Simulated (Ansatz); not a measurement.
Species: C$_{3}$H$_{4}$Cl, charge 0, multiplicity 2. It need not be the lowest isomer of its formula. SMILES: [CH2]/C=C/Cl
Geometry from a B3LYP-D3(BJ)/def2-TZVP (Ansatz, a quantum-chemistry and plane-wave program) optimisation:
```xyz
8

C     -2.3826    -0.0094     0.1751
C     -1.0718     0.3901     0.0843
C     -0.0051    -0.4840    -0.0064
Cl     1.6207     0.0630    -0.1183
H     -3.1814     0.7141     0.2440
H     -2.6539    -1.0572     0.1805
H     -0.8454     1.4512     0.0824
H     -0.1145    -1.5585    -0.0133
```
Charge 0, spin multiplicity 2.

Property: atomisation energy (electronic, to ground-state atoms), in kcal/mol. Valence correlation only, unless marked. Open shells are spin-unrestricted. No spin-orbit coupling. Non-relativistic. The coupled-cluster limit lacks core correlation, which all-electron functionals hold. CBS(X,Y): correlation extrapolated as X^-3; Hartree-Fock from the larger set. [CCSD(T)-MP2]/basis is that difference in the basis named.

The UHF reference is spin-contaminated (<S^2> 0.21 over the pure value in the largest basis). 

| level | program | atomisation energy (kcal/mol) |
|---|---|---|
| BLYP-D4/def2-TZVPD | Ansatz + dftd4 | (withheld) |
| BHLYP-D3(BJ)/def2-TZVPD | Ansatz + dftd3 | 728.0 |
| BHLYP/def2-TZVPD | Ansatz | 723.2 |
| r2SCANh-D4/def2-TZVPD | Ansatz + dftd4 | 751.8 |
| HSE06-D3(BJ)/def2-TZVPD | Ansatz + dftd3 | 759.7 |
| LC-wPBE-D3(BJ)/def2-TZVPD | Ansatz + dftd3 | 751.0 |
| LC-wPBE/def2-TZVPD | Ansatz | 747.7 |
| wB97X-V/def2-TZVPD | Ansatz | 746.9 |
| B2GP-PLYP-D4/def2-TZVPD | Ansatz + dftd4 | 737.6 |
| RPA@PBE/cc-pV(T+d)Z | Ansatz | 687.1 |
| SCS-MP2/aug-cc-pV(D+d)Z | Ansatz | 693.7 |
| SCS-MP2/aug-cc-pV(T+d)Z | Ansatz | 728.9 |
| CCSD/6-31G | Ansatz | (withheld) |
| CCSD/cc-pV(D+d)Z | Ansatz | (withheld) |
| CCSD/aug-cc-pV(T+d)Z | Ansatz | 716.8 |
| RI-MP2/CBS(aug-cc-pV(T+d)Z,aug-cc-pV(Q+d)Z)+[CCSD(T)-MP2]/aug-cc-pV(T+d)Z | Ansatz | (withheld) |

Problem. What belongs in the gaps?

Solution. 
- BLYP-D4/def2-TZVPD, atomisation energy (kcal/mol): 749.9
- CCSD/6-31G, atomisation energy (kcal/mol): 633.7
- CCSD/cc-pV(D+d)Z, atomisation energy (kcal/mol): 680.4
- RI-MP2/CBS(aug-cc-pV(T+d)Z,aug-cc-pV(Q+d)Z)+[CCSD(T)-MP2]/aug-cc-pV(T+d)Z, atomisation energy (kcal/mol): 744.7
